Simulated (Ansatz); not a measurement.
This geometry of CH5FSi + H2S (11 atoms, charge 0, multiplicity 1) is a first-order saddle point.

The calculation used RKS revPBE-D4/def2-SVP in Ansatz.

```xyz
11
Properties=species:S:1:pos:R:3
Si -0.449 0.130 -0.535
F 1.455 0.553 -0.960
H -0.533 -0.027 -2.034
H -1.820 0.698 -0.233
C -0.194 -1.503 0.364
H 1.448 1.189 0.018
S 0.464 1.681 1.209
H -0.358 -1.394 1.454
H -0.919 -2.248 -0.026
H 0.829 -1.891 0.190
H 0.077 2.811 0.552
```

(1) Which two structures does it join? (They come from a converged band through this point; their orientation in space is the band's.)

(2) How far does it lie above each of them?

Results:

(1) Bonds broken: Si1–F2, H6–S7. Bonds formed: Si1–S7, F2–H6. CH5FSi + H2S becomes CH6SSi + FH.

Image 0:

```xyz
11
Properties=species:S:1:pos:R:3
Si -0.395 -0.236 -1.101
F 1.039 0.574 -1.323
H -0.704 -0.915 -2.408
H -1.449 0.797 -0.809
C -0.206 -1.471 0.294
H 1.411 1.702 0.561
S 0.922 2.011 1.794
H 0.014 -0.943 1.243
H -1.144 -2.051 0.420
H 0.616 -2.185 0.082
H -0.104 2.717 1.246
```

Image 8:

```xyz
11
Properties=species:S:1:pos:R:3
Si -0.872 0.222 -0.258
F 2.328 0.285 -0.737
H -0.567 0.486 -1.703
H -2.352 0.383 -0.040
C -0.230 -1.437 0.350
H 1.881 0.874 -0.134
S 0.188 1.717 0.968
H -0.442 -1.574 1.429
H -0.702 -2.270 -0.210
H 0.864 -1.460 0.181
H -0.095 2.774 0.153
```

(2) 34.3 kcal/mol above the first and 22.8 kcal/mol above the second. This is the barrier of this one path; another mechanism may lie lower. The orbitals stay closed-shell, which can raise the energy where a bond breaks towards radicals; this wasn't checked here.

The run took 2.5 min on 2 threads of Intel(R) Xeon(R) Platinum 8488C (Sapphire Rapids), on a shared host, peak memory 0.17 GiB.
